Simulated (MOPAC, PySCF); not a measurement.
Stepwise substitution at one centre (Sn Cl-H). All species are isolated molecules in the gas phase. Strings in code marks are SMILES.

Quantity: redistribution energy (mixed species minus the weighted end members), in eV. Semi-empirical values (MOPAC) are differences of heats of formation.

Level 1: B3LYP/6-311+G** (LANL2DZ on Sn) // B3LYP-D3(BJ)/def2-TZVP (PySCF)
Level 2: B3LYP/LANL2DZ // B3LYP-D3(BJ)/def2-TZVP (PySCF)
Level 3: PBE/6-31G* (LANL2DZ on Sn) // B3LYP-D3(BJ)/def2-TZVP (PySCF)
Level 4: PM7 // B3LYP-D3(BJ)/def2-TZVP (MOPAC)

```csv
species,level 2,level 3,level 4
2 of 4 Cl replaced by H: `[Cl][SnH2][Cl]`,-0.211,-0.090,-0.59
3 of 4 Cl replaced by H: `[Cl][SnH3]`,-0.133,-0.038,-0.52
1 of 4 Cl replaced by H: `[SnH]([Cl])([Cl])[Cl]`,-0.173,-0.089,-0.392
```

Task: What does level 1 give for each?

Result: 
- 2 of 4 Cl replaced by H: `[Cl][SnH2][Cl]`: -0.187
- 3 of 4 Cl replaced by H: `[Cl][SnH3]`: -0.124
- 1 of 4 Cl replaced by H: `[SnH]([Cl])([Cl])[Cl]`: -0.153
